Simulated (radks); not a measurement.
Values are calculated unless marked as measured or tabulated.
Problem. The phosphorus anion P3-, [Ar], held by a Watson sphere: a shell of charge +3 at radius R that stands for the Madelung well of a crystal (potential energy -3/R inside, -3/r outside, in hartree with lengths in bohr). Code: a radial shooting solver on a logarithmic mesh with Libxc functionals. Model: non-relativistic Kohn-Sham, PBE, spin-polarised, spherical densities, point nucleus. Response by self-consistent Sternheimer equations with the Hartree and adiabatic LDA kernel. The sphere does not respond.

R (bohr)  e(2p) (eV)  e(3s) (eV)  e(3p) (eV)  <r> 3p (bohr)  sum of <r^2> (bohr^2)  X-ray form factor at sin(theta)/lambda = 0.1 1/angstrom  alpha (bohr^3)
1.92         -121.21     -16.943      -8.318          2.205                  44.80                                                   15.255           26.83
1.95         -121.14     -16.827      -8.259          2.217                  45.24                                                   15.233           27.36
2.9          -120.81     -13.665      -6.277          2.604                  60.49                                                   14.569           53.58
3.23         -120.81     -12.842      -5.640          2.733                  66.11                                                   14.367           68.30
3.44         -120.78     -12.390      -5.265          2.814                  69.77                                                   14.248           79.72
4.21         -120.58     -11.137      -4.115          3.104                  83.96                                                   13.876           139.5

Estimate the row for R = 3.39 bohr.

Solution. e(2p) (eV) -120.79; e(3s) (eV) -12.493; e(3p) (eV) -5.352; <r> 3p (bohr) 2.795; sum of <r^2> (bohr^2) 68.89; X-ray form factor at sin(theta)/lambda = 0.1 1/angstrom 14.276; alpha (bohr^3) 76.84.
